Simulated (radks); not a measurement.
The numbers below are computed, except where a source is named.
Coulomb parameter of the 3d shell of the iron ion Fe2+ in the model configuration [Ar] 3d5 4s1, as a second difference U = [E(n + 0.25) + E(n - 0.25) - 2 E(n)] / (0.25)^2 with all orbitals relaxed. "Bare": the charge of the atom changes with n. "Screened": the 4s shell takes up the change at fixed total charge, which measures U(3d,3d) + U(4s,4s) - 2 U(3d,4s). Code: a radial shooting solver on a logarithmic mesh with Libxc functionals. Model: scalar-relativistic Kohn-Sham, BLYP, spin-unpolarised, spherical densities, point nucleus.

case                 configuration  E - E(n) (eV)
start                 [Ar] 3d5 4s1          0.000
bare +0.25         [Ar] 3d5.25 4s1         -7.409
bare -0.25         [Ar] 3d4.75 4s1          8.498
screened +0.25  [Ar] 3d5.25 4s0.75         -2.182
screened -0.25  [Ar] 3d4.75 4s1.25          2.460

U(bare) = 17.423 eV, U(screened by 4s) = 4.444 eV, against the Slater integral F0(3d,3d) = 24.891 eV with frozen orbitals.
